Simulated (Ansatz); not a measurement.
One change: `[OH][Al]([F])[CH2][SiH3]` becomes `[OH][Al]([F])[O][SiH3]`.

Ansatz, PBE0-D4/def2-TZVP geometries, multiplicity 1. Each molecule was computed in one conformer, which needn't be the lowest.

```csv
property,`[OH][Al]([F])[CH2][SiH3]`
LUMO energy (PBE/def2-TZVPP) / eV,-1.33
HOMO energy (PBE/def2-TZVPP) / eV,-7.38
HOMO–LUMO gap (B3LYP/def2-TZVPP) / eV,7.65
size of the dipole moment (PBE/def2-TZVPP) / D,1.05
HOMO energy (PBE0/def2-TZVPP) / eV,-8.67
HOMO–LUMO gap (PBE/def2-TZVPP) / eV,6.05
```

Problem. What does the change do to each property? (Estimate.)

Solution. Ansatz gave: 
| property | `[OH][Al]([F])[O][SiH3]` | shift |
| --- | --- | --- |
| LUMO energy (PBE/def2-TZVPP) / eV | -1.82 | -0.49 |
| HOMO energy (PBE/def2-TZVPP) / eV | -7.49 | -0.11 |
| HOMO–LUMO gap (B3LYP/def2-TZVPP) / eV | 7.49 | -0.16 |
| size of the dipole moment (PBE/def2-TZVPP) / D | 2.10 | 1.05 |
| HOMO energy (PBE0/def2-TZVPP) / eV | -8.96 | -0.29 |
| HOMO–LUMO gap (PBE/def2-TZVPP) / eV | 5.67 | -0.38 |

With PBE0 the HOMO falls by 0.29 eV and the LUMO falls by 0.44 eV, so the gap narrows by about 0.15 eV. PBE moves the HOMO by -0.11 eV and ωB97M-V by -0.40 eV. Dipoles are sizes alone; their direction can turn.

B3LYP here is the variant with VWN-RPA as its local correlation; programs differ in this.
